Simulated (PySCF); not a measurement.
# One molecule, several mistakes: AlBCH7Si

These are calculations, not measurements. The program is PySCF 2.14.0, an open-source quantum chemistry code, run on an isolated molecule that a program drew, which may never have been made. The molecule is AlBCH7Si (charge 0, doublet), drawn as the SMILES string `[AlH2][B]C[SiH3]`.

Each row is a Hartree-Fock (HF) and frozen-core CCSD(T) single point in the cc-pV(D+d)Z basis, meant for a local HF minimum. Run 1 is clean. Each other run has one planted mistake out of seven kinds, and not every kind appears here: one electron removed, one electron added, multiplicity raised by two, geometry at a saddle point, minimal basis STO-3G, one bond length entered in bohr, all coordinates scaled. The reference is restricted for singlets and unrestricted otherwise, and also for a bond in bohr. Adding or removing an electron swaps singlet and doublet. Electrons count all cores. HOMO and LUMO are orbital energies over both spins, the gradient is its largest component, and the lowest frequency (negative if imaginary) is given only where the gradient is small. Bond lengths are over the 10 bonds as drawn. T1 is the CCSD diagnostic: over 0.02 (restricted) or 0.045 (unrestricted) a single reference is doubtful.

Geometry of the clean run:
```xyz
11
AlBCH7Si, angstrom
Al    1.0981   -1.1156   -2.2298
B     0.2146    0.3951   -1.1663
C    -0.4764    1.4924   -0.3403
Si   -1.7661    0.7729    0.8618
H     0.6526   -2.6111   -1.9640
H     2.2105   -0.7644   -3.2996
H     0.2314    2.0501    0.2850
H    -1.0243    2.2041   -0.9698
H    -2.3758    1.8934    1.6118
H    -2.8260    0.0534    0.1208
H    -1.1264   -0.1577    1.8182
```

| run | electrons | basis functions | <S^2> | HOMO (eV) | LUMO (eV) | gradient (hartree/bohr) | lowest frequency (cm^-1) | mean bond (Å) | longest bond (Å) | T1 | HF (hartree) | CCSD(T) (hartree) | mistake |
|---|---|---|---|---|---|---|---|---|---|---|---|---|---|
| 1 | 45 | 109 | 0.758 | -7.51 | 1.09 | 2.7e-05 | 86 | 1.5289 | 2.048 | 0.0148 | -597.41672 | -597.86853 | no fault |
| 2 | 44 | 109 | 0.000 | -16.27 | -5.53 | 6.3e-02 | - | 1.5289 | 2.048 | 0.0154 | -597.17953 | -597.61783 | one electron removed |
| 3 | 45 | 109 | 0.758 | -7.57 | 1.21 | 3.9e-02 | - | 1.4280 | 1.913 | 0.0140 | -597.37124 | -597.81971 | all coordinates scaled |
| 4 | 45 | 35 | 0.764 | -4.73 | 7.76 | 4.2e-02 | - | 1.5289 | 2.048 | 0.0124 | -590.36868 | -590.57533 | minimal basis STO-3G |
| 5 | 46 | 109 | 0.000 | -0.30 | 6.75 | 3.0e-02 | - | 1.5289 | 2.048 | 0.0155 | -597.39264 | -597.88628 | ? |
| 6 | 45 | 109 | 3.760 | -7.78 | -1.07 | 2.1e-02 | - | 1.5289 | 2.048 | 0.0242 | -597.30147 | -597.73737 | ? |

**Which mistake was planted in run 5, and what did it cost?**

It counts 46 electrons, one more than the clean run, at the same geometry and basis. So the mistake is: one electron added. Subtracting run 1 and multiplying by 627.51 kcal/mol a hartree, the energy moved by 15.1 kcal/mol in HF and -11.1 kcal/mol in CCSD(T).

**Which mistake was planted in run 6, and what did it cost?**

Electrons, basis and geometry are unchanged, and <S^2> is 3.760, beside S(S+1) = 3.75 for a multiplicity of 4. So the mistake is: multiplicity raised by two. Subtracting run 1 and multiplying by 627.51 kcal/mol a hartree, the energy moved by 72.3 kcal/mol in HF and 82.3 kcal/mol in CCSD(T).

